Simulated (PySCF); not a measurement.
Isomers of C4H12Ge, mass 134.015 u with the commonest isotopes. The calculation used PBE0-D3(BJ)/def2-SVP geometry optimisation, gas phase (PySCF 2.14.0). One conformer each, none proved a minimum here; rigid rotors.

Task: Order these by rotational constant A, largest first.
A. `[CH3:1][CH2:2][C@H:3]([CH3:4])[GeH3:5]` with C1–C2–C3–C4 -176°
B. Ge(tBu)H3, `C[C](C)(C)[GeH3]`
C. `[CH3:1][CH2:2][CH2:3][CH2:4][GeH3:5]` with C1–C2–C3–C4 -178°, C2–C3–C4–Ge5 -63°
D. `[CH3:1][CH2:2][GeH:3]([CH3:4])[CH3:5]` with C1–C2–Ge3–C4 63°
E. `[CH3][Ge]([CH3])([CH3])[CH3]`

Result: C (7591 MHz), B (4311 MHz), D (3803 MHz), A (3675 MHz), E (2882 MHz).

Task: Order these by rotational constant C, largest first.
A. `[CH3:1][CH2:2][CH2:3][CH2:4][GeH3:5]` with C1–C2–C3–C4 -178°, C2–C3–C4–Ge5 -63° (n-butylgermane)
B. `[CH3:1][CH2:2][C@H:3]([CH3:4])[GeH3:5]` with C1–C2–C3–C4 -176°
C. `[CH3][Ge]([CH3])([CH3])[CH3]`
D. `[CH3:1][CH2:2][GeH:3]([CH3:4])[CH3:5]` with C1–C2–Ge3–C4 63°

Result: C (2874 MHz), D (1990 MHz), B (1468 MHz), A (1071 MHz).

Task: Order these by out-of-plane moment Σ m c² = (Ia + Ib − Ic)/2, largest first.
A. `[CH3:1][CH2:2][C@H:3]([CH3:4])[GeH3:5]` with C1–C2–C3–C4 -176°
B. Ge(tBu)H3 (`[H][Ge]([H])([H])[C](C)(C)C`)
C. `[CH3:1][CH2:2][CH2:3][CH2:4][GeH3:5]` with C1–C2–C3–C4 -178°, C2–C3–C4–Ge5 -63°
D. `[CH3:1][CH2:2][GeH:3]([CH3:4])[CH3:5]` with C1–C2–Ge3–C4 63°
E. `[CH3][Ge]([CH3])([CH3])[CH3]`

Result: E (87.52 u·Å²), B (58.60 u·Å²), D (45.00 u·Å²), C (14.41 u·Å²), A (13.21 u·Å²).

| SMILES | point group | Ia (u·Å²) | Ib (u·Å²) | Ic (u·Å²) | κ | μa (D) | μb (D) | μc (D) |
| --- | --- | --- | --- | --- | --- | --- | --- | --- |
| CCC[CH2][GeH3] | C1 | 66.58 | 434.19 | 471.94 | -0.97 | 0.67 | 0.54 | 0.14 |
| C[CH2][GeH]([CH3])[CH3] | near Cs | 132.88 | 211.13 | 254.00 | -0.55 | 0.31 | 0.00 | 0.44 |
| [CH3][Ge]([CH3])([CH3])[CH3] | Td | 175.36 | 175.55 | 175.86 | – | 0.00 | 0.00 | 0.00 |
| [H][Ge]([H])([H])[C](C)(C)C | near C3v | 117.23 | 257.35 | 257.37 | -1.00 | 0.81 | 0.00 | 0.00 |
| CC[C@H](C)[GeH3] | C1 | 137.53 | 233.15 | 344.27 | -0.37 | 0.82 | 0.34 | 0.20 |
